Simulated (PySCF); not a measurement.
Spectra and structures to be paired. Method: TDDFT PBE0/def2-SVPD, vertical, gas phase, core orbitals frozen in the response (PySCF). Geometries: GFN2-xTB; one conformer of each isolated species. Triplets are in the Tamm–Dancoff approximation. Ions are computed without counter-ions or solvent.

A. `CC1=C[PH2+]C(C)=C1`
B. `[SiH3]Oc1ccccc1`
C. `C=C[P@H+](C)C#CC`
D. `CC1=CC=C(C(=O)Cl)S1`
E. `C#Cc1cc[n+]([O-])cc1F`

Lowest singlet levels (six at most, fewer where fewer were computed) with oscillator strengths:

1. 3.92 eV (f 0.038); 5.41 eV (f 0.000); 6.07 eV (f 0.106); 6.29 eV (f 0.000); 6.32 eV (f 0.001); 6.44 eV (f 0.000); T1 2.48 eV
2. 5.28 eV (f 0.022); 5.88 eV (f 0.000); 5.98 eV (f 0.101); 6.46 eV (f 0.000); 6.79 eV (f 0.000); 6.83 eV (f 0.013); T1 4.09 eV
3. 4.09 eV (f 0.000); 4.30 eV (f 0.126); 4.55 eV (f 0.391); 5.18 eV (f 0.000); 5.44 eV (f 0.000); 5.71 eV (f 0.146); T1 2.36 eV
4. 5.78 eV (f 0.000); 5.97 eV (f 0.006); 5.98 eV (f 0.003); 6.45 eV (f 0.018); 6.50 eV (f 0.000); 6.82 eV (f 0.007); T1 4.30 eV
5. 4.50 eV (f 0.000); 4.56 eV (f 0.337); 4.84 eV (f 0.053); 5.58 eV (f 0.000); 5.89 eV (f 0.018); 6.06 eV (f 0.000); T1 2.98 eV

Task: Match each spectrum to its molecule.

Result: 1 = A, 2 = B, 3 = E, 4 = C, 5 = D.
- A: S1 at 3.92 eV, HOMO→LUMO (98%); Löwdin shares by element: HOMO carbon 78% or more (atoms not listed hold the other 22%); LUMO carbon 52% or more, phosphorus 14% (atoms not listed hold the other 33%); HOMO -11.67 and LUMO -6.75 eV; point group Cs, 3 of its 6 listed states under f = 0.0005.
- B: S1 at 5.28 eV, HOMO→LUMO (77%), HOMO-1→LUMO+1 (22%); Löwdin shares by element: HOMO carbon 49% or more, oxygen 17% (atoms not listed hold the other 34%); LUMO carbon 73% or more (atoms not listed hold the other 27%); HOMO -6.72 and LUMO -0.31 eV; point group Cs, 3 of its 6 listed states under f = 0.0005.
- C: S1 at 5.78 eV, HOMO→LUMO+1 (47%), HOMO-1→LUMO (28%), HOMO-1→LUMO+2 (21%); Löwdin shares by element: HOMO carbon 82% or more, phosphorus 6%; LUMO carbon 54% or more, phosphorus 15%, hydrogen 6% or more (atoms not listed hold the other 26%); HOMO -12.65 and LUMO -5.37 eV.
- D: S1 at 4.50 eV, HOMO-2→LUMO (94%); Löwdin shares by element: HOMO carbon 71% or more (atoms not listed hold the other 29%); LUMO carbon 47% or more, oxygen 15% (atoms not listed hold the other 38%); HOMO -7.47 and LUMO -2.35 eV; point group Cs, 3 of its 6 listed states under f = 0.0005.
- E: S1 at 4.09 eV, HOMO-1→LUMO (98%); Löwdin shares by element: HOMO oxygen 36%, carbon 23% or more, nitrogen 10% (atoms not listed hold the other 30%); LUMO carbon 24% or more, nitrogen 19%, oxygen 16% (atoms not listed hold the other 41%); HOMO -6.72 and LUMO -2.13 eV; point group Cs, 3 of its 6 listed states under f = 0.0005.
